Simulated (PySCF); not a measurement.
Compound: TiBr₄ (singlet state).
Bonds: Ti1–Br2, Ti1–Br3, Ti1–Br4, Ti1–Br5.

Method used: PBE0-D3(BJ)/def2-SVP geometry optimisation, gas phase in PySCF 2.14.0.

**Question.** How far are the bound atoms from Ti1?

**Answer.** 4 atoms: Br5 2.302 Å, Br3 2.304 Å, Br4 2.304 Å, Br2 2.310 Å.

**Question.** List the angles at Ti1.

**Answer.** 
```csv
angle,degrees,distance of the outer atoms (Å)
Br2–Ti1–Br4,111.1,3.81
Br2–Ti1–Br3,110.3,3.79
Br2–Ti1–Br5,109.9,3.78
Br3–Ti1–Br4,108.8,3.75
Br3–Ti1–Br5,108.6,3.74
Br4–Ti1–Br5,108.1,3.73
```

**Question.** What is the shape at Ti1?

**Answer.** Tetrahedral: angles from 108.1° to 111.1°; τ4 = (360° − α − β)/141° = 0.98 with α and β the two widest (0 for a square, 1 for a tetrahedron).

Charge 0, singlet. Stationary, but not proved a minimum.
